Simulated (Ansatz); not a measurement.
A run for Ansatz (a quantum-chemistry and plane-wave program): R-SVWN5/def2-TZVPP on CH5BSe (SMILES CB[SeH]), a point of a torsion scan.

Ansatz 0.2 input:
```yaml
crystal:
  periodic: [false, false, false]
  atoms:
    - {symbol: C, position_ang: [-0.91129914, -0.22097737, 0.10323344]}
    - {symbol: B, position_ang: [0.32239657, 0.70770383, -0.18004490]}
    - {symbol: Se, position_ang: [2.10332475, 0.18946670, 0.21948750]}
    - {symbol: H, position_ang: [-1.72815429, -0.07568825, -0.60111045]}
    - {symbol: H, position_ang: [-0.68402893, -1.28565381, 0.14190729]}
    - {symbol: H, position_ang: [-1.30542119, 0.05718976, 1.08231316]}
    - {symbol: H, position_ang: [0.17075328, 1.84389190, -0.42509321]}
    - {symbol: H, position_ang: [1.96790594, -1.24078061, 0.06419402]}
basis:
  gaussian:
    orbitals: def2-TZVPP
hamiltonian:
  xc: {name: SVWN5}
scf: {lower_state_search: off}
```

The head of its log:

```
WARN ansatz: RAYON_NUM_THREADS=1 ignored (pool sized by the plan → 1); use --threads N
Functional definition: SVWN5
these checks for a lower state are left out or cut short: stability, starts, cluster_reference, orbital_swaps, neighbouring_geometries, increment
integrals: 0.08 GiB planned
1031 factors; their error is unknown
mean field: 0.65 GiB planned
mean field evaluation 1: about -67021.2197 eV, gradient 7.3e1 eV
mean field evaluation 2: about -66948.9046 eV, gradient 1.4e2 eV
```

Problem. Predict the final total energy.

Solution. -2463.4618 hartree.
